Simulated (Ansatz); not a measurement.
Mulliken charges of `[OH][In]([Br])[Br]` from PBE/def2-TZVPP in Ansatz (PBE0-D4/def2-TZVP geometry).

```csv
atom,x (Å),y (Å),z (Å),charge (e)
O1,-0.236,1.558,-0.041,-0.426
In2,-0.118,-0.400,-0.124,0.827
Br3,1.737,-1.535,1.001,-0.300
Br4,-1.821,-1.634,-1.343,-0.288
H5,0.488,1.938,0.466,0.187
```

Task: By hand: the dipole of these point charges (1 e Å = 4.8032 D).

Result: Σ q r = (0.098, 0.299, 0.089) e Å, of length 0.327 e Å = 1.57 D.

Task: How does the dipole of the full density compare? (Estimate.)

Result: The calculation gave: (0.155, 0.135, 0.113) e Å, 1.13 D; the point charges give 1.39 times that, at 31° from its direction.

Point charges leave out the atoms' own dipoles, such as those of lone pairs, and Mulliken's split depends on the basis, so the two needn't agree.
